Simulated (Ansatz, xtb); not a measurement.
**C7H5ClO2: which of two isomers lies lower**

We compare I, `O=C(O)c1ccccc1Cl`, a singlet, with II, `O=C(O)c1cccc(Cl)c1`, a singlet. Both are isolated molecules in the gas phase, relaxed with PBE-D3(BJ)/def2-SVP; the shapes shown needn't be the lowest conformers.

I (Å):

```tsv
atom	x (Å)	y (Å)	z (Å)
C	-1.3681	1.2332	0.5159
C	-0.0993	0.4442	0.6005
C	0.3107	-0.3313	-0.5102
C	1.4858	-1.0869	-0.4870
C	2.2874	-1.0823	0.6657
C	1.9083	-0.3255	1.7797
C	0.7249	0.4356	1.7564
Cl	0.3521	1.3364	3.1947
O	-1.8434	1.9415	1.3834
O	-1.9794	1.0763	-0.6946
H	-2.7865	1.6306	-0.6346
H	-0.3268	-0.3243	-1.4038
H	1.7767	-1.6790	-1.3669
H	3.2163	-1.6714	0.7021
H	2.5231	-0.3099	2.6904
```

II (Å):

```json
{"atom": "C", "x (Å)": "0.5858", "y (Å)": "2.1036", "z (Å)": "-0.0642"}
{"atom": "C", "x (Å)": "0.4645", "y (Å)": "0.6756", "z (Å)": "0.3596"}
{"atom": "C", "x (Å)": "0.9402", "y (Å)": "-0.3892", "z (Å)": "-0.4314"}
{"atom": "C", "x (Å)": "0.7955", "y (Å)": "-1.7068", "z (Å)": "0.0240"}
{"atom": "C", "x (Å)": "0.1825", "y (Å)": "-1.9727", "z (Å)": "1.2576"}
{"atom": "C", "x (Å)": "-0.2882", "y (Å)": "-0.9013", "z (Å)": "2.0380"}
{"atom": "C", "x (Å)": "-0.1524", "y (Å)": "0.4213", "z (Å)": "1.5995"}
{"atom": "Cl", "x (Å)": "-1.0510", "y (Å)": "-1.2276", "z (Å)": "3.5724"}
{"atom": "O", "x (Å)": "0.1902", "y (Å)": "3.0566", "z (Å)": "0.5849"}
{"atom": "O", "x (Å)": "1.1937", "y (Å)": "2.2419", "z (Å)": "-1.2712"}
{"atom": "H", "x (Å)": "1.2148", "y (Å)": "3.2086", "z (Å)": "-1.4387"}
{"atom": "H", "x (Å)": "1.4190", "y (Å)": "-0.1746", "z (Å)": "-1.3961"}
{"atom": "H", "x (Å)": "1.1640", "y (Å)": "-2.5443", "z (Å)": "-0.5871"}
{"atom": "H", "x (Å)": "0.0645", "y (Å)": "-3.0025", "z (Å)": "1.6232"}
{"atom": "H", "x (Å)": "-0.5162", "y (Å)": "1.2659", "z (Å)": "2.2006"}
```

Quicker runs give these differences E(II) − E(I): GFN2-xTB −9.5 kJ/mol; HF/STO-3G −18.4 kJ/mol (at GFN2-xTB geometries); r2SCAN-D4/def2-SVP −21.7 kJ/mol (at GFN2-xTB geometries).

Q: Estimate E(II) − E(I) at the level CCSD(T)/def2-SVP + ΔMP2/def2-TZVPP.

A: Calculated at CCSD(T)/def2-SVP + ΔMP2/def2-TZVPP: E(II) − E(I) = −21.7 kJ/mol, so structure II lies lower.

The same difference at several levels:

| level | geometry | E(II) − E(I) (kJ/mol) | departure from the last row (kJ/mol) | job, with rough time for the two |
| --- | --- | --- | --- | --- |
| GFN2-xTB | GFN2-xTB | −9.5 | +12.2 | optimisation, 0.1 s |
| HF/STO-3G | GFN2-xTB | −18.4 | +3.3 | single point, 0.34 s |
| r2SCAN-D4/def2-SVP | GFN2-xTB | −21.7 | −0.1 | single point, 1.6 s |
| PBE-D3(BJ)/def2-SVP | PBE-D3(BJ)/def2-SVP | −18.7 | +3.0 | optimisation, 13 s |
| HF/def2-SVP | PBE-D3(BJ)/def2-SVP | −28.9 | −7.3 | part of the CCSD(T) run |
| MP2/def2-SVP | PBE-D3(BJ)/def2-SVP | −21.0 | +0.7 | part of the CCSD(T) run |
| CCSD(T)/def2-SVP | PBE-D3(BJ)/def2-SVP | −21.8 | −0.1 | single point |
| CCSD(T)/def2-SVP + ΔMP2/def2-TZVPP | PBE-D3(BJ)/def2-SVP | −21.7 |  | single point, 64 s |

As drawn, both hold the same kinds of bond in the same numbers.

The levels shown agree on the order. The largest departure from CCSD(T)/def2-SVP + ΔMP2/def2-TZVPP is that of GFN2-xTB, 12.2 kJ/mol. A small imaginary or near-zero mode remains, so no thermal terms are given. The last row adds to CCSD(T) the change of the MP2 difference between the two basis sets, here +0.1 kJ/mol.

The correlated steps freeze 14 core orbitals. Codes used: Ansatz 0.2.0, xtb 6.7.1; the last row on 4 threads of AMD EPYC 9R45 (Zen 5) on a shared host.
